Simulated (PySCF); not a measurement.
# ZnF⁺ from Hartree–Fock to correlated methods

State: ¹Σ⁺ (singlet), closed shell. Set-up: PySCF, no relativity, basis sets Zn def2-SVPD, F def2-SVPD. De refers to Zn⁺ + F in their high-spin ground configurations, without counterpoise correction. A positive dipole points towards F; it is taken about the centre of mass and depends on that origin.

| Level | Re (Å) | ωe (cm⁻¹) | De (eV) | μ (D) | CPU s a point (SCF and correlation, without the integrals) |
| --- | --- | --- | --- | --- | --- |
| RHF | 1.717 | 770 | 1.28 | -7.39 | 0.093 |
| RHF-MP2 | 1.727 | 721 | 3.47 | n/a | 0.15 |
| RHF-SCS-MP2 | 1.730 | 719 | 3.28 | n/a | n/a |
| RHF-CCSD | 1.726 | 728 | 3.08 | n/a | n/a |
| RHF-CCSD(T) | 1.732 | 713 | 3.19 | n/a | 3.3 |
| LDA | 1.700 | 729 | 4.20 | -5.48 | 0.32 |
| PBE | 1.736 | 682 | 3.42 | -5.59 | 0.52 |
| revPBE | 1.747 | 667 | 3.20 | -5.66 | 0.39 |
| r²SCAN | 1.716 | 723 | 3.27 | -5.94 | 0.67 |
| PBE0 | 1.720 | 722 | 2.99 | -6.18 | 1 |
| BHandHLYP | 1.714 | 747 | 2.54 | -6.59 | 0.45 |
| CAM-B3LYP | 1.714 | 735 | 3.09 | -6.19 | 0.93 |

**Question.** Which functional lies closest to RHF-CCSD(T) in De, which farthest, and by how much do they differ from it?

**Answer.** Closest is revPBE (+1.5 pm in Re, -6.5 % in ωe, +0.01 eV in De against RHF-CCSD(T) in the same basis), farthest LDA (-3.2 pm in Re, +2.2 % in ωe, +1.01 eV in De). CCSD(T) converges more slowly with the basis than the functionals do and binds too weakly in this one, so the order can change at the basis-set limit.

**Question.** What does a quarter of exact exchange do here, going from PBE to PBE0?

**Answer.** PBE0 less PBE: -1.6 pm in Re, +5.9 % in ωe, -0.43 eV in De. Exact exchange removes part of the self-interaction that spreads semilocal densities, and in most molecules shortens and stiffens the bond and lowers De; so it does here.

**Question.** What does the step from GGA to meta-GGA do here, going from PBE to r²SCAN?

**Answer.** r²SCAN less PBE: -2.0 pm in Re, +6.0 % in ωe, -0.15 eV in De. 

Correlated steps freeze 6 core orbitals. Correlated levels converge slowly with the basis: in double zeta they bind strong bonds too weakly, by up to about 1 eV, and carry superposition errors of some tenths. For an ion De counts to the pair picked by the measured ionisation energies or electron affinities, which need not be the lowest pair at this level. Where the molecule has an RHF reference, its open-shell atoms are computed with UHF.

The whole job (state search and all levels along the bond) took about 1.7 min on 1 thread of Intel Xeon @ 2.60GHz (shared host), peak memory 0.73 GiB.
